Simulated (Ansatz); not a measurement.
`[BH2][SnH]([OH])[OH]` and `[BH2][SnH]([OH])[F]` differ in one atom or group.

Ansatz, PBE0-D4/def2-TZVP geometries, multiplicity 1. Each molecule was computed in one conformer, which needn't be the lowest.

Elements past krypton have def2 core potentials.

```
                                          property  `[BH2][SnH]([OH])[OH]`
                LUMO energy (PBE0/def2-TZVPP) / eV                   -2.88
                 LUMO energy (PBE/def2-TZVPP) / eV                   -3.91
size of the dipole moment (ωB97M-V/def2-TZVPP) / D                    2.32
               HOMO–LUMO gap (PBE/def2-TZVPP) / eV                    2.77
             LUMO energy (ωB97M-V/def2-TZVPP) / eV                   -0.92
                 HOMO energy (PBE/def2-TZVPP) / eV                   -6.68
```

Question: What does the change do to each property? (An estimate is asked.)

Answer: Ansatz gave: 
```json
{"property": "LUMO energy (PBE0/def2-TZVPP) / eV", "`[BH2][SnH]([OH])[F]`": "-3.20", "shift": "-0.32"}
{"property": "LUMO energy (PBE/def2-TZVPP) / eV", "`[BH2][SnH]([OH])[F]`": "-4.21", "shift": "-0.30"}
{"property": "size of the dipole moment (ωB97M-V/def2-TZVPP) / D", "`[BH2][SnH]([OH])[F]`": "2.58", "shift": "0.26"}
{"property": "HOMO–LUMO gap (PBE/def2-TZVPP) / eV", "`[BH2][SnH]([OH])[F]`": "2.74", "shift": "-0.03"}
{"property": "LUMO energy (ωB97M-V/def2-TZVPP) / eV", "`[BH2][SnH]([OH])[F]`": "-1.23", "shift": "-0.31"}
{"property": "HOMO energy (PBE/def2-TZVPP) / eV", "`[BH2][SnH]([OH])[F]`": "-6.94", "shift": "-0.26"}
```

With PBE0 the HOMO falls by 0.11 eV and the LUMO falls by 0.32 eV, so the gap narrows by about 0.21 eV. PBE moves the HOMO by -0.26 eV and ωB97M-V by -0.04 eV. Dipoles are sizes alone; their direction can turn.
